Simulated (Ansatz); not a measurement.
`[SH][SnH2][Cl]` + `N=C=O` → `O=C=[N][SnH2][Cl]` + H₂S at 400 K and 1 bar (ligand exchange at the Sn–S bond).

Isolated molecules relaxed with PBE0-D4/def2-TZVP in Ansatz; ΔE leaves out vibrations. CCSD(T)/CBS adds triple-zeta CCSD(T) − MP2 to the extrapolated MP2 energy (def2 sets, frozen cores). This one scheme is used for every species. def2 core potentials past Kr. For Sn outer-core shells are correlated without core-valence functions, which leaves a few kJ/mol of doubt a bond. One conformer a species, not always the lowest.

```tsv
species	CCSD(T)/CBS energy (Eh)	H − E (kJ/mol)	S (J/(mol·K))
`[SH][SnH2][Cl]`	-1073.44145	90.2	360.8
`N=C=O`	-168.51995	72.4	252.4
`O=C=[N][SnH2][Cl]`	-842.98343	105.3	403.7
H₂S	-398.97279	53.4	215.9
```

H − E and S are ideal-gas, rigid-rotor, harmonic terms from PBE0-D4/def2-TZVP, for one conformer and one mirror image of each species. 1 Eh = 2625.50 kJ/mol, R = 8.31446 J/(mol·K).

By hand: ΔE, ΔH, ΔS and ΔG.

ΔE = (-842.98343) + (-398.97279) − (-1073.44145) − (-168.51995) = 0.00518 Eh = 13.6 kJ/mol. Δ(H − E) = 105.3 + 53.4 − 90.2 − 72.4 = -3.9, so ΔH = 9.7 kJ/mol. ΔS = 403.7 + 215.9 − 360.8 − 252.4 = 6.4 J/(mol·K). ΔG = 9.7 − 400 × (6.4)/1000 = 7.1 kJ/mol.

By hand: the equilibrium constant, and the temperature at which ΔG would vanish if ΔH and ΔS stayed fixed.

log₁₀ K = −ΔG/(RT ln 10) = -0.9. ΔG = 0 at ΔH/ΔS = 1516 K, though so small a ΔH makes that figure unsure.

The number of gas molecules stays the same, so ΔS is small and ΔH decides. A doubt of 5 kJ/mol in ΔE shifts log₁₀ K by 0.7 here. Other conformers and mirror images would add mixing entropy, several J/(mol·K) or more a flexible species. Modes under 60 cm⁻¹, often nearly free rotors, make the harmonic entropy too high. These are equilibria of isolated gas molecules and say nothing of rates. Largest T1 diagnostic: 0.018 (customary marks: 0.02 for closed shells, 0.045 for open ones).
